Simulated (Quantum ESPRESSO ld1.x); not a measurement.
Problem. Species: Sb8+. Configuration: [Kr] 4d7. All-electron calculation, Dirac Kohn-Sham, LDA (Slater exchange, Perdew-Zunger correlation), spin-unpolarised, spherical densities, point nucleus; open shells are shared between the two j in proportion to 2j + 1. Program: ld1.x of Quantum ESPRESSO 7.5.

Spin-orbit splittings of the eigenvalues, e(l+1/2) - e(l-1/2), with zeta = 2 splitting/(2l+1) and mean radii in bohr:

shell  occ.  splitting (eV)  zeta (eV)  <r> j=l-1/2  <r> j=l+1/2
2p        6           251.5      167.7       0.1033       0.1088
3p        6           46.52      31.01       0.3208       0.3321
3d       10           9.695      3.878       0.3029       0.3065
4p        6               ?          ?       0.8061       0.8313
4d        7           1.534     0.6136       0.9230       0.9315

Estimate the 4p splitting.

Solution. 9.330 eV (zeta = 6.220 eV).
